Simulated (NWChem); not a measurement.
System: LiCl; SMILES [Li][Cl]

Results from NWChem. Geometry: optimised at PBE0/def2-SVP. Level PBE0/def2-TZVP: energy and gradient; each run changes one setting, and changes count from the defaults (medium grid, exact Coulomb integrals, symmetry on).

```csv
setting,size of the energy change (μHa),largest change of a gradient component (μHa/bohr)
defaults,< 10,< 30
Becke weights,< 10,200
extra-fine grid,< 10,< 30
tight SCF thresholds and tolerances,< 10,< 30
symmetry off,< 10,other frame
```
